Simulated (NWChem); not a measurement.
System: SnNH₂Cl₃; SMILES [NH2][Sn]([Cl])([Cl])[Cl]

NWChem input:

```
start job
memory heap 200 mb stack 900 mb global 1100 mb
geometry units angstroms noautoz
  N     -0.075062    -0.192212     2.220073
  Sn    -0.003256    -0.002449     0.218641
  Cl    -2.149764    -0.278974    -0.626621
  Cl     1.401508    -1.653955    -0.617542
  Cl     0.788084     2.051499    -0.571269
  H     -0.663605     0.518877     2.653470
  H      0.852229    -0.142718     2.641552
end
basis spherical
  N library def2-svp
  Sn library def2-svp
  Cl library def2-svp
  H library def2-svp
end
ecp
  Sn library def2-ecp
end
dft
  xc pbe0
  iterations 150
  mulliken
end
task dft energy
```

The geometry was optimised at PBE0/def2-SVP. Not confirmed as a minimum by frequencies. def2 effective core potentials on Sn; no spin-orbit coupling.

Task: What results follow from this input? (PBE0/def2-SVP with def2 effective core potentials on Sn.) Quantities: basis functions; energy (Ha); highest occupied level (eV); orbital gap (eV); dipole (D).

Result: 
```json
{
 "number_of_basis_functions": "104",
 "energy (Ha)": "-1650.00",
 "highest occupied level (eV)": "-8.42",
 "orbital gap (eV)": "5.93",
 "dipole (D)": "2.84"
}
```
